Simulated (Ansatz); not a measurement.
A nudged elastic band was laid between two geometries of BrH + Cl3GeH (7 atoms, charge 0, multiplicity 1).

The calculation used RKS PBE-D4/def2-SVP (Ansatz 0.2.0).

```json
{
  "movable images": "5",
  "climbing image": "yes",
  "spring": "5.0 eV/Å²",
  "optimiser": "quadratic models (default)",
  "start path": "through a guess of the saddle point",
  "force threshold": "0.03 eV/Å",
  "iteration limit": "60",
  "end points": "relaxed"
}
```

Image 0:

```xyz
7
Properties=species:S:1:pos:R:3
Ge 0.344 0.000 -0.096
Cl 0.292 0.000 2.080
H 1.815 0.000 -0.556
Cl -0.686 1.756 -0.786
Cl -0.686 -1.756 -0.786
Br -3.547 0.000 1.623
H -2.180 0.000 2.082
```

Image 6:

```xyz
7
Properties=species:S:1:pos:R:3
Ge -0.625 0.000 -0.451
Cl 0.240 0.000 3.313
H 0.588 0.000 0.497
Cl -0.652 1.753 -1.706
Cl -0.652 -1.753 -1.706
Br -2.583 0.000 0.815
H -0.963 0.000 2.799
```

Q: What changes between the two ends?

A: Bonds broken: Ge1–Cl2, Br6–H7. Bonds formed: Ge1–Br6, Cl2–H7. BrH + Cl3GeH becomes BrCl2GeH + ClH.

Q: What energy profile does the band end with?

A: The run converged. The highest image is number 3 of 0 to 6, 98.1 kJ/mol above the first end and 102.8 kJ/mol above the last; the last end lies 4.6 kJ/mol below the first. A vibrational analysis at the climbing image gives one clearly imaginary mode, 282i cm⁻¹, and a faint second one (15i cm⁻¹) that may be numerical noise or a soft torsion: probably a first-order saddle point. The orbitals stay closed-shell, which can raise the energy where a bond breaks towards radicals; this wasn't checked here.

```
image  path coordinate (Å)  energy (kJ/mol)  Ge1–Cl2 (Å)  Br6–H7 (Å)  Ge1–Br6 (Å)
    0                 0.00              0.0         2.18        1.44         4.25
    1                 0.58             10.9         2.20        1.45         3.66
    2                 1.16             55.1         2.29        1.50         3.12
    3                 1.74             98.1         2.54        1.72         2.69
    4                 2.36             57.7         3.00        2.04         2.44
    5                 2.97             11.8         3.46        2.24         2.36
    6                 3.59             -4.6         3.86        2.56         2.33
```

Q: What is the geometry of the highest image?

A: 
```xyz
7
Properties=species:S:1:pos:R:3
Ge -0.288 0.000 -0.046
Cl 0.107 0.000 2.466
H 1.258 0.000 -0.103
Cl -0.796 1.841 -1.077
Cl -0.796 -1.841 -1.077
Br -2.708 0.000 1.131
H -1.425 0.000 2.269
```

The band took 9 iterations and about 90 core-seconds.

The run took 25 s on 4 threads of AMD EPYC 9R45 96-Core Processor (Zen 5), with other jobs on the host, peak memory 0.24 GiB.
